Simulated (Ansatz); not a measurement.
A CCSD(T) single point on CH2BrNSi (`BrC1=N[SiH2]1`).

```yaml
crystal:
  periodic: [false, false, false]
  atoms:
    - {symbol: Br, position_ang: [-0.130147, -2.749697, 0.392220]}
    - {symbol: C, position_ang: [-0.204662, -0.908195, 0.018505]}
    - {symbol: N, position_ang: [-1.060729, -0.251367, -0.635811]}
    - {symbol: Si, position_ang: [0.253396, 0.807232, 0.001950]}
    - {symbol: H, position_ang: [1.246487, 1.334125, -0.952885]}
    - {symbol: H, position_ang: [-0.062246, 1.703802, 1.129821]}
basis:
  gaussian: {orbitals: def2-SVP}
correlation: {method: ccsd_t}
```

```sh
$ ansatz run in.yaml --threads 2 --pin off --events-out ev --progress --plain --max-ram 4352MiB
```

Output of Ansatz, abridged:

```
Functional definition: HF
860 factors; integrals over basis functions are off by at most 1.1e-3 eV
mean field evaluation 1: about -80387.3727 eV, gradient 3.0e1 eV
mean field evaluation 2: about -80387.4318 eV, gradient 3.0e1 eV
mean field evaluation 4: about -80389.9594 eV, gradient 3.1e0 eV
mean field evaluation 8: about -80390.0290 eV, gradient 2.3e-1 eV
mean field evaluation 16: about -80389.9580 eV, gradient 1.1e0 eV
mean field -80390.02949544 eV, -2954.2790936383 hartree, gradient 7.3e-6 eV, S^2 0.000000; 0 other end points of the search recorded, 0 dependent functions left out
16 core orbitals not correlated: weight in the atoms' cores, before any rotation towards them, 1.000 or more for the frozen orbitals, at most 0.000 for the correlated occupied ones
reference -80390.02949544 eV, -2954.2790936383 hartree; 16, 16 occupied and 56, 56 virtual orbitals, 860 factors
second order -16.69581729 eV of doubles, -0.00000000 eV of singles
cycle   1  -16.62280740 eV  change    7.3e-2 eV  update   1.1e-1
cycle   2  -17.13687147 eV  change   -5.1e-1 eV  update   3.3e-2
cycle   3  -17.24599189 eV  change   -1.1e-1 eV  update   1.8e-2
cycle   4  -17.23390504 eV  change    1.2e-2 eV  update   5.2e-3
cycle   5  -17.23591382 eV  change   -2.0e-3 eV  update   2.5e-3
cycle   6  -17.23592118 eV  change   -7.4e-6 eV  update   7.3e-4
cycle   7  -17.23546118 eV  change    4.6e-4 eV  update   3.2e-4
cycle   8  -17.23545303 eV  change    8.2e-6 eV  update   1.1e-4
cycle   9  -17.23547168 eV  change   -1.9e-5 eV  update   4.8e-5
cycle  10  -17.23544808 eV  change    2.4e-5 eV  update   1.7e-5
perturbative correction -0.64119045 eV, -0.0235633143 hartree
Total energy: -80407.90613396 eV, -2954.9360479869 hartree
```

It took 4.2 s on 2 threads of an Arm Neoverse V1 on a shared host, with 0.26 GiB of host memory at the peak.

MP2 recovers 93.4 % of the CCSD(T) correlation energy and the triples give 3.6 %; T1 = 0.0132.
